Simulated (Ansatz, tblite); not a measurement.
Removing and adding an electron: (H2B-mu-SH)2 (B₂H₆S₂). The state is a singlet with charge 0. Geometry: PBE-D4/def2-SVP. Ansatz, gas phase; energy differences of separate SCF runs; the oxidised species was run as a doublet alone; the reduced species was run as a doublet alone.

```xyz
10

B    -0.3181    0.2340    1.2462
H    -0.3974    1.4093    1.5528
H    -0.5374   -0.5936    2.1091
S     1.4425    0.0211    0.3690
B     0.3092    0.3740   -1.2139
H     0.5511   -0.3507   -2.1594
H     0.3540    1.5770   -1.3940
S    -1.4430    0.0183   -0.3669
H     1.4735   -1.3433    0.2993
H    -1.4344   -1.3461   -0.4423
```

The xTB rows come from tblite.

| level | −HOMO (eV) | vertical IE (eV) | −LUMO (eV) | vertical EA (eV) | HOMO–LUMO gap (eV) | IE − EA (eV) | remarks |
| --- | --- | --- | --- | --- | --- | --- | --- |
| r2SCAN-D4/def2-TZVP | 7.27 | 10.03 | 0.83 | – | 6.44 | – | – |
| r2SCAN-D4/def2-TZVPD | 7.28 | – | 0.99 | -0.37 | 6.29 | – | HOMO above zero (-1 doublet) |
| PBE0-D4/def2-TZVP | 8.20 | 10.22 | 0.27 | – | 7.93 | – | – |
| PBE0-D4/def2-TZVPD | 8.21 | – | 0.65 | -0.37 | 7.56 | – | HOMO above zero (-1 doublet) |

Problem. Estimate the rows for GFN1-xTB, GFN2-xTB, PBE-D4/def2-TZVP, PBE-D4/def2-TZVPD.

Solution. 
| level | −HOMO (eV) | vertical IE (eV) | −LUMO (eV) | vertical EA (eV) | HOMO–LUMO gap (eV) | IE − EA (eV) | remarks |
| --- | --- | --- | --- | --- | --- | --- | --- |
| GFN1-xTB | 11.72 | 14.80 | 5.50 | 2.21 | 6.22 | 12.58 | – |
| GFN2-xTB | 11.25 | 13.89 | 5.32 | 2.76 | 5.92 | 11.13 | – |
| PBE-D4/def2-TZVP | 7.00 | 9.91 | 1.18 | – | 5.82 | – | – |
| PBE-D4/def2-TZVPD | 7.02 | – | 1.42 | -0.24 | 5.60 | – | HOMO above zero (-1 doublet) |

   A HOMO above zero means that the electron is unbound at that level or that self-interaction error raises the level; the energy of removing that electron tells which. Raw xTB energy differences between charge states are shifted by several eV; the methods need an empirical correction for them. A negative affinity means that the extra electron isn't bound; its size then hangs on the basis.
